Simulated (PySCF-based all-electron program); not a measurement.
## Forces on AlSbH₆, singlet in several shapes

Calculated with an in-house all-electron program built on PySCF, in large uncontracted Gaussian sets near the basis limit; the spin-free Dirac equation, no spin–orbit coupling, spin-restricted. Forces are good to about 0.030 eV/Å. Atoms are numbered as listed.

Shape A:

| atom | x (Å) | y (Å) | z (Å) |
| --- | --- | --- | --- |
| Al | 0.0000 | 0.0000 | 0.0000 |
| Sb | 0.0000 | 0.0000 | 2.8490 |
| H | 1.5981 | 0.0000 | -0.1482 |
| H | -0.7991 | 1.3840 | -0.1482 |
| H | -0.7991 | -1.3840 | -0.1482 |
| H | 0.7286 | 1.2619 | 3.7420 |
| H | -1.4572 | 0.0000 | 3.7420 |
| H | 0.7286 | -1.2619 | 3.7420 |

PBE forces:

```csv
atom,Fx,Fy,Fz (eV/Å)
Al1,0.000,0.000,-0.020
Sb2,0.000,0.000,0.010
H3,-0.048,0.000,0.003
H4,0.024,-0.042,0.003
H5,0.024,0.042,0.003
H6,-0.001,-0.001,0.000
H7,0.002,0.000,0.000
H8,-0.001,0.001,0.000
```

Shape B:

```tsv
atom	x (Å)	y (Å)	z (Å)
Al	0.0000	0.0000	0.0000
Sb	0.0000	0.0000	3.1339
H	1.5981	0.0000	-0.1482
H	-0.7991	1.3840	-0.1482
H	-0.7991	-1.3840	-0.1482
H	0.7286	1.2619	4.0268
H	-1.4572	0.0000	4.0268
H	0.7286	-1.2619	4.0268
```

Against shape A, Al1–Sb2 goes from 2.849 to 3.134 Å.

Q: What forces does PBE give in shape B?

A: 

```
atom      Fx      Fy  Fz (eV/Å)
 Al1   0.000   0.000      0.187
 Sb2   0.000   0.000     -0.487
  H3  -0.071   0.000      0.064
  H4   0.036  -0.062      0.064
  H5   0.036   0.062      0.064
  H6  -0.001  -0.001      0.036
  H7   0.001   0.000      0.036
  H8  -0.001   0.001      0.036
```

Shape C:

```xyz
8

Al    0.0000    0.0000    0.0000
Sb    0.0000    0.0000    2.5641
H     1.5981    0.0000   -0.1482
H    -0.7991    1.3840   -0.1482
H    -0.7991   -1.3840   -0.1482
H     0.7286    1.2619    3.4571
H    -1.4572    0.0000    3.4571
H     0.7286   -1.2619    3.4571
```

Against shape A, Al1–Sb2 goes from 2.849 to 2.564 Å.

Q: What forces does PBE give in shape C?

A: 

| atom | Fx | Fy | Fz (eV/Å) |
| --- | --- | --- | --- |
| Al1 | 0.000 | 0.000 | -1.130 |
| Sb2 | 0.000 | 0.000 | 1.399 |
| H3 | -0.019 | 0.000 | -0.072 |
| H4 | 0.010 | -0.017 | -0.072 |
| H5 | 0.010 | 0.017 | -0.072 |
| H6 | 0.001 | 0.002 | -0.018 |
| H7 | -0.002 | 0.000 | -0.018 |
| H8 | 0.001 | -0.002 | -0.018 |
